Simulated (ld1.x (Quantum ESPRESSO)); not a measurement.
Cd (Z = 48): excitation energies, all-electron against PAW

ld1.x (Quantum ESPRESSO) 7.5 input, shortened:

```
&input
   title='Cd', zed=48., rel=2, dft='PW91', iswitch=3,
   config='[Kr] 4d10 5s2 5p0', rel_dist='average'
 /
 &inputp
   pseudotype=3, lpaw=.true., tm=.true., lloc=-2, rcloc=1.00,
   nlcc=.true., new_core_ps=.true., rcore=0.90,
   which_augfun='GAUSS', rmatch_augfun=1.20
 /
6
4S  1  0   2.00   0.00  1.15  1.40  0.0
5S  2  0   2.00   0.00  1.15  1.40  0.0
4P  2  1   6.00   0.00  1.30  1.35  0.0
5P  3  1   0.00   0.00  1.30  1.35  0.0
4D  3  2  10.00   0.00  1.05  1.30  0.0
4D  3  2   0.00  -0.20  1.05  1.30  0.0
 &test
   configts(1)='4s2 4p6 4d10 5s2 5p0'
 /
```

Open shells are filled in proportion to 2j + 1 (rel_dist='average').

Energies are relative to the spin-unpolarised reference configuration 4s2 4p6 4d10 5s2 5p0; without spin polarisation the order of configurations can differ from experiment.

| valence configuration | charge | ΔE all-electron (eV) | error AE − PS (meV) |
| --- | --- | --- | --- |
| 4s2 4p6 4d10 5s1 5p0 | +1 | 9.347 | -2.4 |
| 4s2 4p6 4d10 5s0 5p0 | +2 | 26.558 | -18 |
| 4s2 4p6 4d9 5s0 5p0 | +3 | 64.650 | -12 |
| 4s1 4p6 4d10 5s2 5p0 | +1 | 113.554 | +12 |
| 4s2 4p6 4d10 5s0 5p1 | +1 | 15.149 | -18 |
| 4s2 4p6 4d9 5s2 5p1 | 0 | 12.643 | -2.9 |

What are ΔE and the potential's error for 4s2 4p6 4d10 5s1 5p1?

ΔE = 4.693 eV all-electron; the error (AE − PS) is -3.7 meV.

Levels in the configuration 4s2 4p6 4d9 5s0 5p0:

```
   level  all-electron (eV)  pseudo (eV)
4s j=1/2           -141.448     -141.490
4p j=1/2           -106.398     -106.398
4p j=3/2           -100.477     -100.471
4d j=3/2            -46.364      -46.358
4d j=5/2            -45.589      -45.583
```

ld1.x printed “convergence not achieved” for 2 of the counted tests; their residual had stalled under 1e-8, short of the target of 1e-14.

The ghost test of this file was not conclusive.
